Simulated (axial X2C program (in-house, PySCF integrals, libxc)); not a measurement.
FeP: properties at the nuclei

Calculated with an axial X2C code built on PySCF integrals: two-component X2C with atomic mean-field Coulomb and Gaunt terms, Gaussian nuclei, basis Fe dyall-cv3z, P dyall-v3z with contracted cores.

R = 2.148 Å (near the PBE0 minimum at charge 0 of the determinant lowest at the starting distance; the state shown can have its own minimum elsewhere).

Input and command:
```json
{"zs": [26, 15], "q": 0, "bas": ["dyall-cv3z", "dyall-v3z"], "r0": 2.11, "levels": ["PBE0", "HF", "B3LYP", "TPSSh", "PBE50"], "nst": 3}
```
```bash
python soeom.py task.json out
```

Keys: zs atomic numbers; q charge; bas basis sets; r0 starting distance in Å; levels methods; nst determinants followed.

Determinant lowest in the PBE0 search, Ω = 5/2 (⟨Sz⟩ = 0.50, ⟨Lz⟩ = 2.00 at PBE0), spin on the atoms Fe 1.45, P -0.96:

```tsv
level	Eeff magnitude (GV/cm)	Ws magnitude Fe (kHz)	Ws magnitude P (kHz)	A∥/gI Fe (MHz)	qzz Fe (a.u.)	A∥/gI P (MHz)	qzz P (a.u.)	μ (D)
PBE0	0.26	0.0266	0.00501	417	0.59	56.7	-1.36	-2.90
HF	1.62	0.231	0.0153	243	0.34	26.6	-2.15	-1.02
B3LYP	0.224	0.022	0.00401	418	0.71	47.5	-1.29	-2.55
TPSSh	0.101	0.00295	0.00418	453	0.51	40.2	-1.24	-2.91
PBE50	0.597	0.0734	0.00649	326	0.46	52.3	-1.58	-3.40
```

Eeff is the effective electric field on the electron electric dipole moment in this Ω state and Ws the scalar–pseudoscalar constant of the nucleus named (defined with the proton number Z and per Ω); A∥ (defined per Ω) follows by multiplying with gI = μI/(I μN); qzz is the electric field gradient, eQq0 = 234.96 MHz × Q/barn × qzz; μ is positive if the P end (last atom) is positive. The operators were transformed with the bare-nucleus X2C matrices; with these basis sets, hyperfine constants and field gradients can be off by tens of per cent, and where levels differ in sign neither size nor sign is settled.

Problem. With gI(57Fe) = 0.1809 (g factors from the IAEA table of nuclear moments by Stone), turn the PBE0 values of the first state into constants in MHz.

Solution. A∥(57Fe) = 417 × 0.1809 = 75.4 MHz.

Each state is one determinant with collinear spin. Unrestricted Hartree–Fock can overshoot spin polarisation at the nuclei. Where Eeff spreads by more than a factor of two the levels disagree and none is to be relied on. In the state Ω = 5/2 the atomic spins oppose each other (1.45, -0.96): a broken-symmetry determinant whose values are not spin-projected. States lie within half an eV, so the first need not be the ground state. Further determinants of the search, some of them spin-mixed, are not shown. Where a field gradient or hyperfine factor spreads by more than a factor of two over the levels, a constant derived from it is not to be relied on.
